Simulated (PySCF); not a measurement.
The third ionisation energy along the second row

Calculated with PySCF 2.14 from differences of total energies of unrestricted determinants, without spin-orbit coupling. Values in eV. The last column holds reference values (NIST; (s) semi-empirical, (t) theoretical, else measured). Unmarked ones compare directly (S terms, centres of terms, or small fine structure); those marked * lie between the lowest fine-structure levels and include a spin-orbit shift.

```tsv
element	configurations	UHF	PBE	PBE0	r2SCAN	MP2 (valence)	SCS-MP2 (valence)	reference
B (aug-cc-pV5Z, non-relativistic)	[He] 2s1 → 1s2	37.819	38.289	38.230	37.854	n/a	n/a	37.931
C (aug-cc-pV5Z, non-relativistic)	[He] 2s2 → [He] 2s1	45.778	47.106	47.042	46.615	47.042	47.295	47.888
N (aug-cc-pV5Z, non-relativistic)	[He] 2s2 2p1 → [He] 2s2	47.302	48.029	48.011	48.229	47.551	47.502	47.445 (s) *
O (aug-cc-pV5Z, non-relativistic)	[He] 2s2 2p2 → [He] 2s2 2p1	54.612	55.274	55.307	55.602	55.066	54.911	54.936 (s) *
F (aug-cc-pV5Z, non-relativistic)	[He] 2s2 2p3 → [He] 2s2 2p2	62.256	62.855	62.933	63.167	62.917	62.639	62.708 (s) *
Ne (aug-cc-pV5Z, non-relativistic)	[He] 2s2 2p4 → [He] 2s2 2p3	61.829	63.892	63.740	63.618	63.241	63.393	63.423 *
```

"Valence" correlates the outer s and p shells and, in groups 3 to 12 and the f block, the outer d or f shell, open or full, or the next shell where the ion has no valence electron left; the wider scheme adds the next inner shell.
